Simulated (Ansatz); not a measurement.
Consider the formal exchange of groups at the Si–O bond: `[OH][In]([Cl])[O][SiH3]` + `OC[SiH2]O` → `OC[SiH](O)[SiH3]` + `[OH][In]([OH])[Cl]`.

Program: Ansatz. Geometries: PBE0-D4/def2-TZVP. ΔE: electronic, gas phase. CBS: MP2 limit from def2 TZ/QZ plus the TZ coupled-cluster correction, frozen cores. DFT in def2-TZVPP. def2 core potentials past Kr. For In outer-core shells are correlated without core-valence functions, which leaves a few kJ/mol of doubt a bond. Each species was taken in one conformer, which may not be the lowest.

`[OH][In]([Cl])[O][SiH3]`:

Cartesian coordinates in Å:
```
O -2.458 0.568 0.261
In -0.789 1.496 -0.195
Cl -0.708 3.727 -0.683
O 0.889 0.469 -0.238
Si 1.259 -1.096 0.038
H -2.301 -0.366 0.435
H 0.031 -1.878 0.386
H 1.864 -1.708 -1.175
H 2.213 -1.213 1.172
```

`OC[SiH2]O`:

```xyz
10

O     0.667   -1.718    0.276
C    -0.435   -0.994   -0.257
Si   -0.389    0.793    0.329
O     1.157    1.346    0.101
H     1.455   -1.174    0.179
H    -1.345   -1.491    0.092
H    -0.454   -1.048   -1.357
H    -1.369    1.628   -0.422
H    -0.643    0.874    1.787
H     1.355    1.784   -0.728
```

`OC[SiH](O)[SiH3]`:

Cartesian coordinates in Å:
```
O -2.611 -0.246 0.538
C -1.261 -0.652 0.720
Si -0.084 0.657 0.042
O -0.649 1.075 -1.466
Si 2.136 -0.112 -0.029
H -2.696 0.113 -0.351
H -1.075 -1.633 0.256
H -1.105 -0.784 1.795
H -0.200 1.895 0.856
H -0.329 0.572 -2.216
H 2.255 -1.217 -1.023
H 2.545 -0.638 1.302
H 3.076 0.971 -0.425
```

`[OH][In]([OH])[Cl]`:

```xyz
6

O     1.172    1.279   -0.910
In    0.297   -0.078    0.205
O    -1.602   -0.510   -0.097
Cl    1.491   -1.154    1.857
H     0.565    1.649   -1.558
H    -1.924   -1.187    0.504
```

```
             level  ΔE (kJ/mol)  difference from CCSD(T)/CBS
         r2SCAN-D4         93.5                        -11.9
           ωB97X-V        100.2                         -5.2
            B2PLYP        107.0                          1.6
               PBE         72.1                        -33.3
              PBE0         84.3                        -21.1
    MP2/def2-TZVPP        112.6                          7.2
SCS-MP2/def2-TZVPP        117.6                         12.2
   CCSD/def2-TZVPP        109.3                          3.9
      HF/CBS(def2)        138.0                         32.6
    CCSD/CBS(def2)        109.5                          4.1
       CCSD(T)/CBS        105.4                            0
```

Largest T1 diagnostic among the species: 0.016.

In def2-TZVPP, CCSD(T) changes the Hartree–Fock value by −29.6 kJ/mol (the triples alone add −4.0 kJ/mol) and MP2 by −22.2 kJ/mol. From PBE to PBE0 (25 % exact exchange), in def2-TZVPP and without D4, ΔE moves by +12.2 kJ/mol.
